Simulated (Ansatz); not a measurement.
**How basis sets differ on KI (Potassium Iodide)**

KI: 2 atoms, total charge 0, spin state singlet. SMILES: `[K][I]`. The bond length is the measured one.

```xyz
2

K     0.0000    0.0000    0.0000
I     0.0000    0.0000    3.0478
```

Each level gives the electronic atomisation energy (eV). The values are calculated. Electronic energies at fixed atoms, without zero-point motion or spin-orbit coupling.

```tsv
level	kind	program	value (eV)	CPU time (all runs)
MP2/ANO-RCC-MB (sfX2C)	perturbation theory	Ansatz	2.06	6.2 s
MP2/STO-3G	perturbation theory	Ansatz	2.94	0.84 s
MP2/ANO-RCC-VDZ (sfX2C)	perturbation theory	Ansatz	2.56	9.6 s
MP2/ANO-RCC-VDZP (sfX2C)	perturbation theory	Ansatz	3.13	12 s
MP2/def2-TZVPPD (core potential)	perturbation theory	Ansatz	3.51	4.5 s
MP2/ANO-RCC-VTZP (sfX2C)	perturbation theory	Ansatz	3.46	18 s
MP2/ANO-RCC-VQZP (sfX2C)	perturbation theory	Ansatz	3.63	45 s
```

All-electron rows without a relativistic Hamiltonian named are non-relativistic, while core potentials hold scalar relativity, so basis and relativity change together. The values span 2.06 to 3.63 eV. Minimal STO sets describe s-block atoms so badly that they can place the ion below the atom. In the correlated wave-function rows the outer d shell of I is correlated, in sets not made for it. Without the sets that lack polarisation functions the rows with a basis span only 3.13 to 3.63 eV. Times are those of the runs behind each value, whatever else they computed, on shared processors of several kinds: orders of magnitude only.
